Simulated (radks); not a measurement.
Task: Species: Eu II. Configuration: [Xe] 4f7 6s1. Calculated with a radial shooting solver on a logarithmic mesh with Libxc functionals: scalar-relativistic Kohn-Sham, PBEsol, spin-polarised, spherical densities, finite nucleus; open shells are filled with parallel spins first (spin-orbit coupling, left out, can overturn this in heavy ions); Fermi nuclear charge, rms radius 5.1115 fm. Some entries of the table are withheld. Estimate them.

| orbital | occ. | eigenvalue (eV) | r(max) (bohr) | <r^2> (bohr^2) |
|---|---|---|---|---|
| 1s up | 1 | -48347.32 | 0.01421 | 0.0006797 |
| 1s down | 1 | -48347.31 | 0.01421 | 0.0006797 |
| 2s up | 1 | -7943.953 | 0.08058 | 0.01069 |
| 2s down | 1 | -7943.893 | 0.08058 | 0.01069 |
| 2p up | 3 | -7079.996 | 0.06514 | 0.008594 |
| 2p down | 3 | -7079.953 | 0.06514 | 0.008593 |
| 3s up | 1 | -1752.688 | 0.2290 | 0.07128 |
| 3s down | 1 | -1750.352 | 0.2289 | 0.07116 |
| 3p up | 3 | -1483.747 | 0.2246 | 0.07141 |
| 3p down | 3 | -1481.425 | 0.2244 | 0.07126 |
| 3d up | 5 | -1123.531 | 0.1838 | 0.06013 |
| 3d down | 5 | -1121.737 | 0.1837 | 0.05995 |
| 4s up | 1 | -354.1107 | 0.5275 | 0.3622 |
| 4s down | 1 | -348.5611 | 0.5273 | 0.3620 |
| 4p up | 3 | -265.6481 | 0.5507 | 0.4093 |
| 4p down | 3 | -260.1113 | 0.5504 | 0.4093 |
| 4d up | 5 | -142.3824 | 0.5736 | 0.4975 |
| 4d down | 5 | -136.8683 | 0.5731 | 0.4989 |
| 5s up | 1 | -51.9466 | 1.228 | 2.124 |
| 5s down | 1 | -48.7508 | 1.243 | 2.195 |
| 5p up | 3 | -30.8035 | 1.396 | (1) |
| 5p down | 3 | -28.3448 | 1.421 | (2) |
| 4f up | 7 | -10.3441 | 0.5926 | 1.223 |
| 6s up | 1 | -8.9574 | 3.352 | (3) |
| 4f down | 0 | -5.5671 | 0.5959 | 1.586 |

Result: 
(1) 5p up <r^2> (bohr^2): 2.971
(2) 5p down <r^2> (bohr^2): 3.098
(3) 6s up <r^2> (bohr^2): 16.08
